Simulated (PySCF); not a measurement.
Geometry:
```json
{"atom": "W1", "x (Å)": "-0.394", "y (Å)": "0.017", "z (Å)": "-0.294"}
{"atom": "N2", "x (Å)": "-0.445", "y (Å)": "-0.047", "z (Å)": "1.442"}
{"atom": "H3", "x (Å)": "-0.042", "y (Å)": "-0.084", "z (Å)": "2.374"}
{"atom": "N4", "x (Å)": "1.262", "y (Å)": "0.005", "z (Å)": "-0.815"}
{"atom": "H5", "x (Å)": "2.270", "y (Å)": "-0.014", "z (Å)": "-0.686"}
{"atom": "Cl6", "x (Å)": "-1.286", "y (Å)": "2.030", "z (Å)": "-0.937"}
{"atom": "Cl7", "x (Å)": "-1.365", "y (Å)": "-1.906", "z (Å)": "-1.085"}
```

Geometry: PBE0-D3(BJ)/def2-SVP; GIAO shifts from PySCF 2.14.0 with density-fitted response routines, gas phase, scalar relativity only through the core potential, averaged over equivalent atoms.

At KT2/pcSseg-1 (def2-TZVP on W) (132 basis functions, 12 s wall time on 1 thread of an Arm Neoverse V2, shared host):
| atoms | δ (ppm) |
| --- | --- |
| N2/N4 | 368.2 |
| H3/H5 | 8.71 |
| Cl6/Cl7 | 280.7 |

Shifts are taken against calculated references (same method and geometry level): $^{15}$N (264.30 ppm) against NH3; $^{1}$H (31.18 ppm) against TMS; HCl for $^{35}$Cl (942.74 ppm).

Task: Predict the values at PBE0/pcSseg-1 (def2-TZVP on W) on the same geometry.

Result: 
```json
{"atoms": "N2/N4", "δ at PBE0/pcSseg-1 (def2-TZVP on W)": "401.3", "change": "+33.1"}
{"atoms": "H3/H5", "δ at PBE0/pcSseg-1 (def2-TZVP on W)": "8.79", "change": "+0.08"}
{"atoms": "Cl6/Cl7", "δ at PBE0/pcSseg-1 (def2-TZVP on W)": "247.7", "change": "-33.0"}
```

Scale: $^{15}$N (σref 265.67) against NH3; $^{1}$H (σref 31.27) against TMS; HCl for $^{35}$Cl (σref 943.27) (reference shieldings calculated alike).

The largest change is at N2/N4 (nitrogen bonded to W, H). Cost: 132 basis functions, 8.1 s wall time on 1 thread of an Arm Neoverse V2, shared host.

W is described by an effective core potential, so it has no shielding of its own here; spin–orbit effects on the atoms bonded to it, which can be large, are absent, and the values of these neighbours are rough. Experimental scales use liquid or dissolved standards, which lie at an offset from isolated NH3 (liquid NH3: subtract about 20 ppm). Unscaled 15N shifts of sp2 nitrogen come out 20 to 40 ppm too high even then.
